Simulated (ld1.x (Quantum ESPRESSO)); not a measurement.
# zinc (Zn): excitation energies, all-electron against ultrasoft

ld1.x (Quantum ESPRESSO) 7.5 input, shortened:

```
&input
   title='Zn', zed=30., rel=1, dft='PBE', iswitch=3,
   config='[Ar] 3d10 4s1 4p1 4f-2'
 /
 &inputp
   pseudotype=3, tm=.true., lloc=-2, rcloc=1.00,
   nlcc=.false.,
   which_augfun='PSQ', rmatch_augfun_nc=.true.
 /
8
3S  1  0   2.00   0.00  0.90  1.05  0.0
4S  2  0   1.00   0.00  0.90  1.05  0.0
3P  2  1   6.00   0.00  1.10  1.55  0.0
4P  3  1   1.00   0.00  1.10  1.55  0.0
3D  3  2  10.00   0.00  1.40  1.70  0.0
3D  3  2   0.00  -0.55  1.40  1.70  0.0
4F  4  3  -2.00   0.35  1.10  1.25  0.0
4F  4  3  -2.00   2.45  1.10  1.25  0.0
 &test
   configts(1)='3s2 3p6 3d10 4s1 4p1'
 /
```

Energies are relative to the spin-unpolarised reference configuration 3s2 3p6 3d10 4s1 4p1; without spin polarisation the order of configurations can differ from experiment.

```tsv
valence configuration	charge	ΔE all-electron (eV)	error AE − PS (meV)
3s2 3p6 3d10 4s2 4p0	0	-5.086	-0.6
3s2 3p6 3d10 4s0 4p0	+2	23.245	-3.0
3s2 3p6 3d10 4s1.5 4p0	+0.5	-1.146	-0.3
3s2 3p6 3d10 4s0 4p2	0	5.472	-1.6
3s2 3p6 3d9 4s2 4p0	+1	12.815	+40
```

What are ΔE and the potential's error for 3s2 3p6 3d10 4s1 4p0?

ΔE = 4.802 eV all-electron; the error (AE − PS) is -0.3 meV.

What are ΔE and the potential's error for 3s2 3p5 3d10 4s2 4p0?

ΔE = 86.946 eV all-electron; the error (AE − PS) is -52 meV.

Levels in the configuration 3s2 3p6 3d10 4s1 4p0:

```csv
level,all-electron (eV),pseudo (eV)
3s,-138.900,-138.897
3p,-93.085,-93.082
3d,-19.760,-19.763
4s,-13.998,-13.997
```
